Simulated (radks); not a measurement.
Results of a calculation; reference values are marked as such.
Initial-state core-level shifts of the indium ion In+ when its valence configuration changes from [Kr] 4d10 5s2. Level of theory: non-relativistic Kohn-Sham, PBE, spin-polarised, spherical densities, point nucleus; open shells are filled with parallel spins first (spin-orbit coupling, left out, can overturn this in heavy ions); relativity is left out, which matters for an element this heavy (a radial shooting solver on a logarithmic mesh with Libxc functionals). Shifts are changes of the shell-averaged eigenvalues in eV (positive: less bound); the change of the density at the nucleus, which sets a Mossbauer isomer shift, is in e/bohr^3, on a base of 8.273e+04.

| valence | 2s | 2p | 3d | 4p | density at nucleus |
|---|---|---|---|---|---|
| 4d9 5s2 5p1 | -8.183 | -8.163 | -8.014 | -6.874 | +7.505 |
| 4d10 5s1 5p1 | -1.265 | -1.263 | -1.285 | -1.304 | -13.323 |
| 4d8 5s2 5p2 | -16.520 | -16.478 | -16.119 | -13.551 | +15.516 |
| 4d7 5s2 5p3 | -25.065 | -24.999 | -24.367 | -20.083 | +23.984 |
| 4d10 5s1.5 5p0.5 | -0.677 | -0.677 | -0.686 | -0.695 | -6.510 |
| 4d9.5 5s1.5 5p1 | -4.678 | -4.667 | -4.611 | -4.081 | -3.392 |
| 4d9.5 5s2 5p0.5 | -4.077 | -4.068 | -4.001 | -3.467 | +3.690 |
| 4d8 5s1 5p3 | -17.358 | -17.310 | -16.979 | -14.387 | -2.111 |
| 4d7.5 5s1.5 5p3 | -21.171 | -21.114 | -20.641 | -17.235 | +10.473 |
